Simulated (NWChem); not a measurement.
# Si$_{3}$H$_{7}$Cl; SMILES Cl[SiH]([SiH3])[SiH3]

```xyz
11

Si    -0.0618     0.5842     0.0000
Si     0.9833    -0.1747    -1.9590
Si     0.9833    -0.1747     1.9590
Cl    -2.0114    -0.1754     0.0000
H     -0.1513     2.0773     0.0000
H      2.3804     0.3574    -2.0232
H      0.2222     0.2855    -3.1594
H      1.0293    -1.6682    -1.9415
H      0.2222     0.2855     3.1594
H      2.3804     0.3574     2.0232
H      1.0293    -1.6682     1.9415
```
Atoms are numbered in this order, from 1.

Results from NWChem. Pople sets run with spherical d functions. STO-3G and 3-21G are far too small for this property and stand as cheap habits. Structure relaxed at the PBE0/def2-SVP level. GIAO values for the isolated, static molecule; σ is the absolute isotropic shielding, δ = σ(reference) − σ with the isolated reference molecule computed at the same levels (1H: tetramethylsilane, 29Si: tetramethylsilane).

| level | δ Si1 (ppm) | δ Si2 (ppm) | σ Cl4 (ppm) | δ H5 (ppm) | δ H6 (rotor mean) (ppm) |
|---|---|---|---|---|---|
| PBE/pcSseg-1 | -8.4 | -103.5 | 1019.6 | 5.77 | 3.77 |
| BHandHLYP/pcSseg-1 | -8.3 | -94.1 | 1059.7 | 5.18 | 3.56 |
| B3LYP/6-31G* | ? | ? | ? | ? | 3.71 |
| KT2/pcSseg-1 | -9.2 | -100.9 | 1025.7 | 5.75 | 3.73 |
| Hartree-Fock/STO-3G | 0.4 | -74.7 | 1244.1 | 2.29 | 1.55 |

Q: What belongs in the gaps?

A: 
- B3LYP/6-31G*, δ Si1 (ppm): 22.9
- B3LYP/6-31G*, δ Si2 (ppm): -63.1
- B3LYP/6-31G*, σ Cl4 (ppm): 1049.5
- B3LYP/6-31G*, δ H5 (ppm): 5.47
